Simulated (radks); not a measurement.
Problem. Er7+, 61 electrons, occupied as [Kr] 4d10 4f10 5s2 5p3. Calculated with a radial shooting solver on a logarithmic mesh with Libxc functionals: Dirac Kohn-Sham, LB94 model potential, spin-unpolarised, spherical densities, finite nucleus; open shells fill j = l - 1/2 first; Fermi nuclear charge, rms radius 5.2516 fm. Some entries of the table are withheld. Estimate them.

orbital  occ.  eigenvalue (hartree)  <r^2> (bohr^2)
1s1/2       2             -2117.594       0.0005664
2s1/2       2             -359.7784        0.008743
2p1/2       2             -343.2510             (1)
2p3/2       4             -309.2655             (2)
3s1/2       2             -84.29384         0.05773
3p1/2       2             -76.94824         0.05337
3p3/2       4             -69.82658         0.06015
3d3/2       4             -57.16872         0.04736
3d5/2       6             -55.60707         0.04924
4s1/2       2             -20.05010          0.2911
4p1/2       2             -17.12002          0.3033
4p3/2       4             -15.51658          0.3409
4d3/2       4             -10.66550          0.3807
4d5/2       6             -10.37029          0.3950
5s1/2       2              -5.87190           1.494
5p1/2       2              -4.96426           1.741
5p3/2       1              -4.67871           1.938
4f5/2       6              -4.46934          0.5914
4f7/2       4              -4.42117          0.6045
5d3/2       0              -3.35517           2.788
5d5/2       0              -3.31431           2.864
6s1/2       0              -2.78075             (3)

Solution. 
(1) 2p1/2 <r^2> (bohr^2): 0.006297
(2) 2p3/2 <r^2> (bohr^2): 0.007515
(3) 6s1/2 <r^2> (bohr^2): 5.628
